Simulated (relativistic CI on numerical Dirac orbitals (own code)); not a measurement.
## Electric-dipole lines of Tl⁷²⁺

Computed by Dirac-Coulomb-Breit CI, KLI orbitals optimised for each configuration, QED by a radiative potential, unscaled Slater integrals (own radial code, finite nucleus).

CI space (outside the closed core 1s2): 2s²2p⁵, 2s2p⁶, 2s²2p⁴3s, 2p⁶3s, 2p⁶3p, 2s²2p⁴3p, 2p⁶3d, 2s²2p⁴3d, 2s2p⁵3s, 2s2p⁵3p, 2s2p⁵3d, 2s²2p⁴4s, 2s²2p⁴4p, 2s²2p⁴4d, 2s²2p⁴4f, 2s²2p³3s². Levels of other configurations are missing.

```tsv
λ vac (Å)	Lower	Upper	A (s⁻¹)	log gf	S velocity/length
0.9327	2s²2p⁵ ²P°1/2 [2]	2s²2p⁴3d ²D3/2 [129]	1.97e+15	0.01	0.99
0.9352	2s²2p⁵ ²P°3/2 [1]	2s²2p⁴3d ²D3/2 [55]	2.56e+15	0.13	0.98
0.9356	2s²2p⁵ ²P°3/2 [1]	2s²2p⁴3d ²F5/2 [54]	2.01e+15	0.20	0.99
0.9357	2s²2p⁵ ²P°3/2 [1]	2s²2p⁴3d ⁴P1/2 [53]	2.54e+15	-0.18	0.98
0.9375	2s2p⁶ ²S1/2 [3]	2s2p⁵3d ²P°3/2 [139]	2.41e+15	0.10	0.99
1.0968	2s²2p⁵ ²P°3/2 [1]	2s²2p⁴3d ²D5/2 [25]	1.54e+15	0.22	0.99
1.0974	2s²2p⁵ ²P°1/2 [2]	2s²2p⁴3d ²P1/2 [63]	4.41e+15	0.20	0.98
1.0981	2s²2p⁵ ²P°1/2 [2]	2s²2p⁴3d ²D3/2 [62]	4.17e+15	0.48	0.99
1.0990	2s2p⁶ ²S1/2 [3]	2s2p⁵3d ²P°3/2 [85]	3.15e+15	0.36	0.99
1.1009	2s²2p⁵ ²P°3/2 [1]	2s²2p⁴3d ²P3/2 [24]	2.94e+15	0.33	0.98
1.1010	2s²2p⁵ ²P°3/2 [1]	2s²2p⁴3d ²D5/2 [23]	2.45e+15	0.43	0.99
1.1055	2s2p⁶ ²S1/2 [3]	2s2p⁵3d ²P°1/2 [82]	4.19e+15	0.19	0.99
1.1080	2s2p⁶ ²S1/2 [3]	2s2p⁵3d ²D°3/2 [81]	1.21e+15	-0.05	0.99
2.7955	2s²2p⁴3p ²D°5/2 [8]	2s²2p⁴4d ²F7/2 [99]	1.53e+14	0.16	0.98
3.1815	2s²2p⁴3p ⁴D°7/2 [10]	2s²2p⁴4d ⁴F9/2 [104]	1.99e+14	0.48	0.99
3.1818	2s²2p⁴3p ²D°5/2 [11]	2s²2p⁴4d ²F7/2 [103]	1.55e+14	0.27	0.99
3.2855	2s²2p⁴3d ²G7/2 [52]	2s²2p⁴4f ²H°9/2 [181]	3.89e+14	0.80	1.00
3.2894	2s²2p⁴3d ⁴D3/2 [15]	2s²2p⁴4f ²F°5/2 [111]	2.21e+14	0.33	0.99
3.2905	2s²2p⁴3d ²D3/2 [19]	2s²2p⁴4f ²F°5/2 [121]	3.78e+14	0.57	0.99
3.2918	2s²2p⁴3d ⁴D5/2 [17]	2s²2p⁴4f ²G°7/2 [110]	2.92e+14	0.58	1.00
3.2924	2s²2p⁴3d ²F7/2 [16]	2s²2p⁴4f ²G°9/2 [109]	3.87e+14	0.80	1.00
3.3835	2s²2p⁴3d ⁴D7/2 [56]	2s²2p⁴4f ⁴G°9/2 [186]	3.88e+14	0.82	1.00
3.3856	2s²2p⁴3d ²G9/2 [59]	2s²2p⁴4f ²H°11/2 [189]	4.02e+14	0.92	1.00
3.3884	2s²2p⁴3d ²F7/2 [20]	2s²2p⁴4f ²G°9/2 [115]	3.53e+14	0.78	1.00
3.3892	2s²2p⁴3d ⁴F9/2 [21]	2s²2p⁴4f ⁴G°11/2 [114]	4.02e+14	0.92	1.00
3.3988	2s²2p⁴3d ²F7/2 [61]	2s²2p⁴4f ²G°9/2 [193]	3.38e+14	0.77	1.00
3.4009	2s²2p⁴3d ²D5/2 [25]	2s²2p⁴4f ²F°7/2 [122]	3.93e+14	0.74	0.99
3.4274	2s²2p⁴3d ²D5/2 [23]	2s²2p⁴4f ²F°7/2 [116]	2.98e+14	0.62	1.00
3.4275	2s²2p⁴3d ²P3/2 [24]	2s²2p⁴4f ²D°5/2 [118]	2.69e+14	0.45	0.99
16.386	2s²2p⁴3s ⁴P5/2 [4]	2s²2p⁴3p ⁴D°7/2 [10]	3.86e+12	0.09	1.05
```

Terms are leading LS components. Brackets give the number of a level in order of energy, since labels repeat. The list gives strong lines, with weight on those to low levels, among the lowest 200 of 205 levels, so that lines to higher ones, which can be the strongest, are missing. Levels whose partners in the same complex of configurations lie outside the list can be far off, and so can their lines. Rates are taken at the computed energies, electric ones in the length gauge. A velocity-to-length ratio far from 1 marks an uncertain rate.

At this charge energies of transitions that change n are usually good to better than 1 %, and those within a shell (Δn = 0) to a few per cent.

LS names give the leading component of a level, which can be under half, so a name can repeat, a term be missing and a line seem to break the LS rules.
